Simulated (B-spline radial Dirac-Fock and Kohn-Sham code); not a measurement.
Calculated with an atomic code on a B-spline grid, using the Dirac equation of a negative muon with reduced mass in the field of a spherical finite nucleus, with the Uehling potential to all orders; nuclear polarisation, deformation, hyperfine structure, self-energy, higher-order vacuum polarisation, relativistic recoil and electron screening are left out. The nuclear charge is a Fermi distribution (skin thickness 2.3 fm).

Q: A muonic atom of atomic mass 138.91 u emits these computed lines: 2p3/2 → 1s1/2 3981 keV, 3d5/2 → 2p3/2 1226 keV, 4f7/2 → 3d5/2 433.9 keV, 5g9/2 → 4f7/2 199.9 keV. Which element is it, and what rms charge radius was used?

A: Barium (Z = 56, nuclide ¹³⁹Ba); the high transitions hardly feel the nucleus and fix Z. The 2p → 1s line lies 3009 keV below the value for a point nucleus without QED, which for this nuclear model gives a radius near 4.85 fm (4.8513 fm was used).
